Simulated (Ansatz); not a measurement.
SbCl₃, relaxed as a singlet with RKS PBE0-D4/def2-SVP in Ansatz, starting from the GFN2-xTB geometry. Force threshold 0.02 eV/Å.

In the def2 sets Sb takes a core potential; there is no spin–orbit coupling.

Start:

```
atom   x (Å)   y (Å)   z (Å)
 Sb1  -0.563  -0.027  -0.739
 Cl2   0.979  -1.752  -0.291
 Cl3  -1.407   0.063   1.458
 Cl4   0.992   1.716  -0.429
```

```
step  energy (eV)  largest force component (eV/Å)  SCF passes
   1  -44084.8825                           0.277          22
   2  -44084.8895                           0.185          27
   3  -44084.9078                           0.028          26
   4  -44084.9079                           0.008          21
```

Force components are those of the run's own axes.

End:

```csv
atom,x (Å),y (Å),z (Å)
Sb1,-0.5283,-0.0257,-0.6937
Cl2,0.9875,-1.7986,-0.3198
Cl3,-1.4602,0.0643,1.4752
Cl4,1.0009,1.7600,-0.4616
```

By distances, no bond broke or formed. The bond that changes most is Sb1–Cl3, from 2.36 to 2.36 Å (atoms count from 1).

No frequencies were taken in this run, so the end may be a saddle point.

Hardware: 4 threads of Intel Xeon Platinum 8259CL on a shared host. Wall time 6 s.
